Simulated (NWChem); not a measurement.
# C₃H₄F₂; SMILES FC1(F)CC1

Computed with NWChem. Medium grid unless said otherwise, to which SCAN and Minnesota functionals are sensitive. The geometry was optimised at PBE0/def2-SVP. Hybrids' shares of exact exchange are those that their runs print; pure functionals count as 0. The functionals differ in more than this share.

```
row                 share of exact exchange  orbital gap (eV)
------------------  -----------------------  ----------------
PBE/def2-SVP                           0.00              7.48
r2SCAN/def2-SVP                        0.00              8.40
B3LYP/def2-SVP                         0.20              9.56
r2SCAN0/def2-SVP                       0.25             10.74
BHandHLYP/def2-SVP                     0.50             12.60
M05-2X/def2-SVP                        0.56          withheld
```

**Question.** Fit a straight line of the last column on the one before it, predict the withheld value, and compare with the run.

**Answer.** 
1. Means of the 5 shown rows: x = 0.190, y = 9.756. Slope Σ(x − x̄)(y − ȳ)/Σ(x − x̄)² = 1.629/0.1720 = 9.470; intercept 7.957.
2. The shown rows scatter about the line by 0.371 (root mean square); the largest residual is -0.48, at PBE/def2-SVP.
3. At x = 0.56 (M05-2X/def2-SVP; beyond the shown range) the line gives 13.26.
4. The run gives 12.89, -0.37 from the line, 1.0 times the scatter.
